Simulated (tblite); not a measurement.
Problem. What does the GFN2-xTB structure of `[CH2]c1ccc(CC=C)o1` [radical] look like in three dimensions? (Doublet state.)

Solution. 
Z-matrix in Å and degrees, rows numbered from 1:
```
C 
C   1  1.3625
C   2  1.4140  1  130.76
C   3  1.3924  2  106.64  1   179.93
C   4  1.3783  3  106.97  2    -0.35
C   5  1.4891  4  130.68  3   177.31
C   6  1.5045  5  109.51  4   -81.97
C   7  1.3188  6  124.24  5   117.13
O   5  1.3515  4  110.44  3     0.50
H   1  1.0719  2  120.05  3     0.04
H   1  1.0726  2  121.03  3  -179.82
H   3  1.0701  2  125.38  1     0.01
H   4  1.0717  3  127.38  2   179.93
H   6  1.0928  5  108.65  4   158.50
H   6  1.0913  5  109.80  4    38.81
H   7  1.0816  6  114.95  5   -61.47
H   8  1.0765  7  121.96  6  -179.48
H   8  1.0778  7  121.80  6     1.16
```

C1 (carbon bonded to C and 2 H) is planar (angles 121.0°, 120.1° and 118.9°, sum 360.0°, 0.00 Å off the plane of its three neighbours). The C–O distances run from 1.352 Å (C5–O9, aromatic) to 1.372 Å (C2–O9, aromatic), a spread of 0.020 Å. C8 (carbon bonded to C and 2 H) is planar (angles 122.0°, 121.8° and 116.2°, sum 360.0°, 0.00 Å off the plane of its three neighbours). C5 (carbon bonded to 2 C and O) is planar (angles 130.7°, 118.8° and 110.4°, sum 359.9°, 0.02 Å off the plane of its three neighbours).

Computed geometry: GFN2-xTB, gas phase. This method treats the open shell by occupation alone, without spin polarisation.

Point group: C1 (no symmetry element, even within 0.4 Å). Its GFN2-xTB frequencies are all real (lowest 16 cm⁻¹). Torsions: H–C1–C2–C3 0° and 180°, C4–C5–C6–C7 -82°, C5–C6–C7–C8 117°.

The run took 0.4 s of wall time on Arm Neoverse V1, one thread, no GPU, shared host with 32 logical CPUs at a one-minute load of 15. This is the geometry optimisation.

One conformer stands for the species.
